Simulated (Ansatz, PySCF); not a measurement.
System: CTe$_{2}$, charge 0, multiplicity 1. SMILES: [Te]=C=[Te]
Structure (B3LYP-D3(BJ)/def2-TZVP (Ansatz, a first-principles code) minimum search):
```xyz
3

C      0.0000     0.0000     0.0000
Te     0.0000     0.0000    -1.9033
Te     0.0000     0.0000     1.9033
```

Quantity: vertical ionisation energy (to the doublet state of charge +1; each state is the SCF solution reached for its spin; the UHF <S^2> is 1.37 for the doublet (pure: 0.75); for the doublet the Hartree-Fock reference is unstable and T1 is 0.064; for the singlet the Hartree-Fock reference is unstable and T1 is 0.028), in eV. Valence correlation only, unless marked. Open shells are spin-unrestricted. Spin-orbit coupling is left out. The frozen core is the preceding noble-gas configuration, with the filled d and f shells of earlier blocks. In def2 rows, elements after Kr have scalar-relativistic effective core potentials. 

| level | program | vertical ionisation energy (eV) |
|---|---|---|
| SVWN5/def2-TZVPD | Ansatz | 8.56 |
| PBE/def2-TZVPD | Ansatz | 8.29 |
| r2SCAN/def2-TZVPD | Ansatz | 8.34 |
| B3LYP/def2-TZVPD | Ansatz | 8.34 |
| PBE0/def2-TZVPD | Ansatz | 8.31 |
| BHLYP/def2-TZVPD | Ansatz | 8.14 |
| CAM-B3LYP/def2-TZVPD | Ansatz | 8.29 |
| wB97M-V/def2-TZVPD | Ansatz | 8.21 |
| wB97X-V/def2-TZVPD | Ansatz | 8.23 |
| CCSD/def2-SVPD | Ansatz | 7.93 |
| CCSD/def2-TZVPPD | Ansatz | 8.08 |
| CCSD(T)/def2-SVPD | Ansatz | 8.12 |
| CCSD(T)/def2-TZVPPD | Ansatz | 8.28 |

For comparison, minus the highest occupied orbital energy (PySCF): 8.24 eV at HF/def2-TZVPD, 6.09 eV at TPSSh/def2-TZVPD, 5.48 eV at M06-L/def2-TZVPD.
